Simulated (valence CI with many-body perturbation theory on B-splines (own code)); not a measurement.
Bi¹¹⁺ in brief

Method: configuration interaction combined with many-body perturbation theory (CI+MBPT): four valence electrons over a frozen Dirac-Fock core [Xe] 4f14, a basis of 9 s, 9 p, 10 d, 8 f, 5 g, 3 h, 1 i functions for each j, with the one-electron correlation potential Σ1, the two-electron term Σ2, the three-electron term Σ3, Breit, model QED; selected CI, second order for the rest, scaled by the run's own slope (own B-spline code, finite nucleus).

No measured spectrum was set against this ion. As an estimate, terms of the open shell hold to 2 to 4 % of their energy, and close levels can change places. Core correlation moves these levels by up to 15000 cm⁻¹, and in measured spectra 5 to 20 % of such shifts remained as error; rates that hang on mixing are uncertain with them. The list stops below the first excitations out of the core. Only levels of the ground parity were solved; by the run's estimate the other parity begins above the list, which can be wrong where configurations are misplaced.

Levels are named by their leading jj configuration (3d3/2^4 stands for four electrons in 3d with j = 3/2), which in mixed levels can hold well under half, so a name can repeat and another be missing.

Rates and lifetimes use the calculated energies. Strong lines usually hold to 10 to 20 %, long lifetimes can be off by a factor of two.

Problem. What is the ground level?

Solution. (5d3/2^4) J=0, composition 50 % 5d⁴ ³P + 41 % 5d⁴ ⁵D + 8 % 5d⁴ ¹S.

Problem. Name the longest-lived excited levels whose lifetime is computed, and their main decay.

Solution. (5d3/2^2 5d5/2^2) J=6 at 8.888 eV lives 1.21 s, mostly by M1 to (5d3/2^2 5d5/2^2) J=5; (5d3/2^3 5d5/2) J=3 at 4.840 eV lives 170 ms, mostly by M1 to (5d3/2^3 5d5/2) J=2; (5d3/2^3 5d5/2) J=2 at 4.105 eV lives 15.8 ms, mostly by M1 to (5d3/2^3 5d5/2) J=1. The lifetime of (5d3/2^3 5d5/2) J=4 is too uncertain to give, and may be longer.

Problem. How well does LS coupling describe the low levels?

Solution. Among the lowest 20 levels the leading LS term, summed over configurations, holds 53 % on average. For single configurations the figures are 53 % in LS and 84 % in jj coupling. Terms mix most in the J = 4 level at 4.664 eV, where the leading one holds 31 %.

Problem. What is the ionisation energy?

Solution. 209.04 eV; NIST lists 208 ± 2.5 eV (theoretical).
